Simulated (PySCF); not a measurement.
**One molecule, a ladder of functionals, a line**

Molecule: SMILES C/C(Cl)=[CH]/[AlH][Cl], C$_{3}$H$_{5}$AlCl$_{2}$.

Bonds (- single, = double, # triple, : aromatic): C1-C2 1.501 Å, C2-Cl3 1.752 Å, C2=C4 1.343 Å, C4-Al5 1.932 Å, Al5-Cl6 2.115 Å. C1 carries H7, H8, H9; C4 carries H10; Al5 carries H11. Stereochemistry as in C/C(Cl)=[CH]/[AlH][Cl].

GIAO shieldings (ppm, equivalent atoms averaged) in PySCF 2.14 on the PBE0-D3(BJ)/def2-SVP geometry, basis pcSseg-1, gas phase, non-relativistic:

```csv
functional,exact exchange (%),σ(C1),σ(Cl3),σ(Cl6),σ(Al5)
BLYP,0,143.7,552.7,834.0,334.7
BP86,0,148.0,559.4,844.5,339.1
PBE,0,148.6,560.5,841.5,338.5
PBE0,25,153.8,602.9,885.2,355.6
mPW1PW91,25,152.9,601.3,886.6,356.7
BHandHLYP,50,154.2,634.7,910.7,367.0
HF,100,163.0,706.6,963.4,403.0
```

Problem. Fit each shielding as a line in the percentage of exact exchange.

Solution. σ(C1) = 147.5 + 0.16 x (rms 1.9 ppm); σ(Cl3) = 560.0 + 1.49 x (rms 3.9 ppm); σ(Cl6) = 845.3 + 1.24 x (rms 7.3 ppm); σ(Al5) = 337.9 + 0.65 x (rms 2.1 ppm). The functionals also differ in their semilocal parts, which the line can't hold; Hartree–Fock has no correlation at all.

Problem. What does the line predict for B3LYP (20 %), and what does the run give?

Solution. σ(C1): 150.7 predicted, 148.3 computed; σ(Cl3): 589.8 predicted, 587.1 computed; σ(Cl6): 870.1 predicted, 869.8 computed; σ(Al5): 350.9 predicted, 347.6 computed ppm.
